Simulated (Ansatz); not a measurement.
F2GeH4Si, SMILES `[F][GeH]([F])[SiH3]`. Total charge 0; spin multiplicity 1.

```xyz
8

F     0.484    2.048   -0.984
Ge    0.859    0.731    0.082
F     2.227   -0.036   -0.662
Si   -0.970   -0.803    0.048
H     1.379    1.367    1.380
H    -2.165   -0.118    0.599
H    -0.615   -1.971    0.893
H    -1.198   -1.217   -1.356
```

Problem. What are the harmonic wavenumbers in cm⁻¹ at PBE0-D4/def2-TZVP (Ansatz, finite differences of forces, unscaled)? (Best estimate.)

Solution. The calculation gave: 76, 117, 157, 235, 356, 504, 509, 688, 702, 728, 734, 865, 931, 933, 2163, 2236, 2252, 2262.

Problem. Is this a minimum?

Solution. Yes, all 18 modes are real.

Problem. Give the ideal-gas thermochemistry at 298.15 K and 1 bar (rigid rotor, harmonic oscillator; point group Cs, symmetry number 1).

Solution. Zero-point energy 98.4 kJ/mol; H(298) − E = 118.8 kJ/mol; entropy 348.6 J/(mol·K), of which translation 170.7, rotation 112.7, vibration 65.1; G(298) − E = 14.9 kJ/mol. Modes under 100 cm⁻¹ are hindered rotations or soft bends, so the harmonic entropy is rough.
